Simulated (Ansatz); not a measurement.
`F[CH2][AlH][Br]` + CH₃SH → `C[S][AlH][CH2]F` + HBr  (ligand exchange at the Al–Br bond)

Program: Ansatz. Geometries: PBE0-D4/def2-TZVP. ΔE: electronic, gas phase. CCSD(T)/CBS adds triple-zeta CCSD(T) − MP2 to the extrapolated MP2 energy (def2 sets, frozen cores). This one scheme is used for every species. DFT in def2-TZVPP. B3LYP here is the variant with VWN-RPA as its local correlation; programs differ in this. For Br outer-core shells are correlated without core-valence functions, which leaves a few kJ/mol of doubt a bond. Scalar relativity is left out up to krypton. One conformer a species, not always the lowest.

```json
{"level": "r2SCAN-D4", "ΔE (kJ/mol)": "50.6", "difference from CCSD(T)/CBS": "-1.9"}
{"level": "B3LYP-D4", "ΔE (kJ/mol)": "49.6", "difference from CCSD(T)/CBS": "-2.9"}
{"level": "ωB97M-V", "ΔE (kJ/mol)": "53.3", "difference from CCSD(T)/CBS": "0.8"}
{"level": "B3LYP", "ΔE (kJ/mol)": "54.5", "difference from CCSD(T)/CBS": "2.0"}
{"level": "HF/def2-TZVPP", "ΔE (kJ/mol)": "69.5", "difference from CCSD(T)/CBS": "17.0"}
{"level": "SCS-MP2/def2-TZVPP", "ΔE (kJ/mol)": "54.6", "difference from CCSD(T)/CBS": "2.1"}
{"level": "CCSD(T)/def2-TZVPP", "ΔE (kJ/mol)": "50.7", "difference from CCSD(T)/CBS": "-1.8"}
{"level": "SCS-MP2/def2-QZVPP", "ΔE (kJ/mol)": "55.5", "difference from CCSD(T)/CBS": "3.0"}
{"level": "MP2/CBS(def2)", "ΔE (kJ/mol)": "54.5", "difference from CCSD(T)/CBS": "2.0"}
{"level": "CCSD/CBS(def2)", "ΔE (kJ/mol)": "56.1", "difference from CCSD(T)/CBS": "3.6"}
{"level": "CCSD(T)/CBS", "ΔE (kJ/mol)": "52.5", "difference from CCSD(T)/CBS": "0"}
```

Largest T1 diagnostic among the species: 0.011.

The D4 term adds −4.9 kJ/mol with B3LYP and −3.0 kJ/mol with PBE0; it sums over pairs of atoms, weighted by their polarisabilities, and B3LYP, whose exchange is more repulsive, gets the larger term. In def2-TZVPP, CCSD(T) changes the Hartree–Fock value by −18.7 kJ/mol (the triples alone add −3.6 kJ/mol) and MP2 by −16.8 kJ/mol.
